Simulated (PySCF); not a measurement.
This script is equivalent to a calculation on K⁻ (potassium, charge -1).

```python
from pyscf import gto, scf, dft, mp, cc
import basis_set_exchange as bse
mol = gto.M(atom="K 0 0 0", charge=-1, spin=0, symmetry="D2h",
            basis=gto.basis.parse(bse.get_basis("dyall-acv3z", elements=["K"], fmt="nwchem")),
            nucmod="G")
mf = scf.UHF(mol).sfx2c1e()
mf.irrep_nelec = {'Ag': (4, 4), 'B1u': (2, 2), 'B2u': (2, 2), 'B3u': (2, 2)}
mf.kernel()
```

(1) What total energy does it give?

(2) Which occupied shell lies highest, and where?

The outer electron is barely bound at this level, so radii and moments hang on the diffuse functions.

Results:

(1) -601.46139 hartree (calculated).

(2) 4s, at -0.281 eV.
